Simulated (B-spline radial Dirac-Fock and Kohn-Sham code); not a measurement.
Cu⁴⁺ 3d3/2: cross section and angular parameters

System: the Cu⁴⁺ ion, [Ar] 3d7; threshold 81.21 eV (orbital energy of the model). Calculated with a radial B-spline solver, using Dirac-Hartree-Slater photoionisation with a Latter tail; cross sections with all multipoles, angular parameters from the dipole term and its interference with E2.

For linearly polarised light dσ/dΩ = σ/(4π) [1 + β P₂(cos θ) + (δ + γ cos²θ) sin θ cos φ], with θ from the polarisation vector and φ the angle between the beam and the projection of the electron momentum on the plane normal to the polarisation.

```
hν (eV)   σ (kb)      β       γ      δ
     90     2920  0.273  -0.010  0.008
    101     2750  0.399  -0.008  0.011
    104     2690  0.432  -0.008  0.012
    161     1560  0.851   0.011  0.018
    200     1020  0.998   0.027  0.021
    300      403  1.172   0.083  0.029
    318      348  1.186   0.095  0.030
    358      256  1.210   0.118  0.032
    489      108  1.233   0.192  0.039
    577     66.3  1.227   0.240  0.044
    751     29.5  1.189   0.327  0.054
    769     27.4  1.184   0.335  0.055
    990     12.0  1.119   0.427  0.067
   1180     6.65  1.064   0.492  0.079
   1200     6.28  1.058   0.498  0.080
 1253.6     5.41  1.043   0.514  0.083
   1570     2.46  0.960   0.596  0.102
   1760     1.63  0.916   0.637  0.113
   2000     1.02  0.866   0.680  0.128
   2590        ?      ?       ?      ?
   3450    0.129  0.662   0.848  0.211
   4000   0.0718  0.612   0.892  0.240
   4530   0.0436  0.570   0.928  0.268
 5414.7   0.0211  0.512   0.976  0.312
 8047.8  0.00398  0.389   1.045  0.432
   8480  0.00318  0.374   1.048  0.450
   9960  0.00159  0.333   1.053  0.508
```

Question: Give the values at 2590 eV.

Answer: σ = 0.389 kb, β = 0.766, γ = 0.764, δ = 0.163.
